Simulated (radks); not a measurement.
Q: These are the eigenvalues of the occupied orbitals of an atom or ion with whole-number occupations (eV). Calculated with a radial shooting solver on a logarithmic mesh with Libxc functionals: Dirac Kohn-Sham, PBE, spin-unpolarised, spherical densities, finite nucleus; Fermi nuclear charge, rms radius of each element as measured or else 0.836 A^(1/3) + 0.57 fm.

orbital  eigenvalue
1s1/2     -1511.032
2s1/2     -108.1457
2p1/2      -69.9176
2p3/2      -69.4763
3s1/2       -7.7466
3p1/2       -2.7182

Which element is it, and in what charge state? The configuration may be excited. Open shells, if any, fill j = l - 1/2 first.

A: Z = 13, aluminium, charge 0: Al in [Ne] 3s2 3p1. The list shows which subshells hold electrons but not how many an open one holds; the 1s level, -55.529 hartree, gives Z - s = 10.5 by -(Z - s)^2/2, which with screening and relativity narrows Z to a few neighbours, and the depths of the outer levels then fix element, charge and occupations together.
